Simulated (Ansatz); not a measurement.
Mulliken charges of CH3ClF2Ti, SMILES `[CH3][Ti]([F])([F])[Cl]` from PBE/def2-TZVPP in Ansatz (PBE0-D4/def2-TZVP geometry).

```csv
atom,x (Å),y (Å),z (Å),charge (e)
C1,-0.890,-0.183,0.547,-0.482
Ti2,0.814,0.062,-0.529,0.930
F3,1.951,-1.078,0.146,-0.311
F4,0.375,-0.318,-2.175,-0.311
Cl5,1.402,2.150,-0.244,-0.205
H6,-1.220,-1.220,0.432,0.123
H7,-0.684,0.030,1.600,0.128
H8,-1.656,0.499,0.168,0.128
```

Task: By hand: the dipole of these point charges (1 e Å = 4.8032 D).

Result: Σ q r = (-0.274, 0.057, 0.205) e Å, of length 0.347 e Å = 1.67 D.

Task: How does the dipole of the full density compare? (Estimate.)

Result: The calculation gave: (-0.239, -0.045, 0.147) e Å, 1.36 D; the point charges give 1.23 times that, at 19° from its direction.

Point charges leave out the atoms' own dipoles, such as those of lone pairs, and Mulliken's split depends on the basis, so the two needn't agree.
